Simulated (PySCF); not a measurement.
Harmonic spectrum computed at PBE0 in the def2-TZVP basis family (core potentials from Rb on, PySCF, no spin–orbit coupling):

```tsv
symmetry	ω (cm⁻¹)	IR (km/mol)
a'	540	38.1
a'	697	4.1
a'	2059	44.2
```

**Question.** Which molecule gave it? In each, all ligands are bound to the one heavy central atom.
A. HSiN (singlet)
B. HTcN (doublet)
C. HPdN (triplet)
D. HReN (doublet)

**Answer.** C. It has Cs symmetry with Pd–H 1.543 Å, Pd–N 1.784 Å.
